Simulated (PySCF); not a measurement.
BSe⁺: energy against distance

Set-up: B jorge-DZP-DKH, Se jorge-DZP-DKH; spin-free X2C with a Gaussian nucleus (PySCF 2.14). Energies in eV from B⁺ + Se in their ground configurations at the same level. State: ³Π (triplet), unpaired electrons σ ↑, π ↑.

All columns are PBE0. A positive dipole points towards Se; it is taken about the centre of mass and depends on that origin.

```
R (Å)  E (eV)  μ (D)  Mulliken charge on B (basis-dependent)  HOMO (eV)  LUMO (eV)  Mayer bond order  ⟨S²⟩
1.578  -2.006  -1.95                                   -0.01     -15.70     -13.92              2.20  2.00
1.651  -2.672  -2.29                                    0.07     -15.80     -13.63              2.13  2.00
1.725  -3.034  -2.63                                    0.15     -15.80     -13.36              2.06  2.00
1.780  -3.160  -2.88                                    0.20     -15.59     -13.16              2.01  2.00
1.835  -3.192  -3.13                                    0.25     -15.39     -12.97              1.95  2.00
1.890  -3.155  -3.38                                    0.29     -15.19     -12.79              1.89  2.00
1.964  -3.027  -3.69                                    0.34     -14.95     -12.56              1.81  2.00
2.055  -2.790  -4.05                                    0.39     -14.66     -12.29              1.70  2.01
2.165  -2.458  -4.46                                    0.45     -14.34     -11.99              1.54  2.01
2.312  -2.023  -4.96                                    0.51     -13.96     -11.72              1.31  2.02
```

A fit through these points gives, at Re = 1.830 Å, μ = -3.11 D and dμ/dR = -4.48 D/Å; the reduced mass is 9.676 u.

**Question.** How strong is the fundamental in the double-harmonic approximation, I = 42.26·(dμ/dR)²/μred km/mol?

**Answer.** I = 42.26·(-4.48)²/9.676 = 87.7 km/mol at PBE0.

Spin–orbit coupling is left out. For an ion De counts to the pair picked by the measured ionisation energies or electron affinities, which need not be the lowest pair at this level. The state is the lowest determinant that a PBE0 search found; another state may lie lower at other levels.
